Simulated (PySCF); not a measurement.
Run record for `C/C=C\C=C\C1CC1`: PBE0/IGLO-II, energy threshold 1e-06 Eh, full TDDFT, 1 singlet.

Method: TDDFT PBE0/IGLO-II, vertical, gas phase, core orbitals frozen in the response (PySCF 2.14.0, density-fitted response routines). Geometry: GFN2-xTB. The command runs a driver script over a list of jobs; the input below is this job's line of settings and its coordinates in Å.

Command:
```bash
OMP_NUM_THREADS=1 python probes_run.py task.json out
```

Input:
```
{"job": {"kind": "uv", "xc": "PBE0", "basis": "IGLO-II", "nstates": 1, "ntriplets": 0, "tda": false, "scf": {"conv": 1e-06}}, "charge": 0, "multiplicity": 1}
C      3.405342     0.819593     0.778346
C      2.958715    -0.425959     0.089522
C      1.711991    -0.765227    -0.246666
C      0.511886     0.000036    -0.015757
C     -0.703000    -0.422946    -0.377951
C     -1.943600     0.322974    -0.151304
C     -3.214678    -0.427816     0.161665
C     -3.059382     0.238311    -1.163811
H      4.202397     1.294025     0.205715
H      3.812225     0.573993     1.760441
H      2.597460     1.532531     0.907352
H      3.760796    -1.114861    -0.144592
H      1.556608    -1.714039    -0.746241
H      0.609013     0.956752     0.478236
H     -0.812808    -1.380799    -0.871295
H     -1.809284     1.276564     0.345292
H     -3.891883     0.003699     0.882716
H     -3.165176    -1.505443     0.201024
H     -2.901937    -0.382803    -2.032563
H     -3.629832     1.132094    -1.364979
```

What does the run print?

```
final grid: 154128 points
cycle   1  E = -311.6501817127  dE =  1.070e+00  |g| = 4.321e-01  |ddm| = 3.498e+00
cycle   2  E = -311.6544530439  dE = -4.271e-03  |g| = 4.227e-01  |ddm| = 7.145e-01
cycle   3  E = -311.7018359312  dE = -4.738e-02  |g| = 3.822e-02  |ddm| = 3.598e-01
cycle   4  E = -311.7019642132  dE = -1.283e-04  |g| = 2.926e-02  |ddm| = 4.522e-02
cycle   5  E = -311.7021560526  dE = -1.918e-04  |g| = 7.638e-03  |ddm| = 2.294e-02
cycle   6  E = -311.7021692741  dE = -1.322e-05  |g| = 2.040e-03  |ddm| = 6.930e-03
cycle   7  E = -311.7021702754  dE = -1.001e-06  |g| = 3.540e-04  |ddm| = 1.857e-03
cycle   8  E = -311.7021703005  dE = -2.507e-08  |g| = 1.799e-04  |ddm| = 4.147e-04
converged SCF energy = -311.7021703005

Static polarisability (au): isotropic 102.353, principal 63.203 77.636 166.219

Singlet excitations
state   eV       nm        f      main configurations
  1   5.3707    230.9   1.05645   H->L 0.97
```

H and L stand for HOMO and LUMO; the number after each pair is its weight.

Give S1 in cm⁻¹ and kJ/mol.

5.3707 eV × 8065.54 = 43318 cm⁻¹; × 96.485 = 518.2 kJ/mol.

Give the mean polarisability as a volume in Å³, and the ratio of the largest to the smallest principal value.

102.353 au × 0.148185 = 15.17 Å³; 166.219/63.203 = 2.63.

In short: SCF converged in 8 cycles with 248 basis and 892 fitting functions; HOMO -5.92 eV, LUMO -0.38 eV; lowest singlet 5.37 eV; mean polarisability 102.4 au.

How long does this job take on an Arm Neoverse V1 with one thread, no GPU (shared host)? And the peak memory of the process?

About 41 s (density and orbital grids were written too), with 0.93 GiB resident at the peak, the Python interpreter and its libraries included.

Shape of the structure used: `[CH3:1]/[CH:2]=[CH:3]\[CH:4]=[CH:5]\[CH:6]1[CH2:7][CH2:8]1`: C2–C3–C4–C5 -179°, C4–C5–C6–C7 -145°.

One conformer stands for the species.
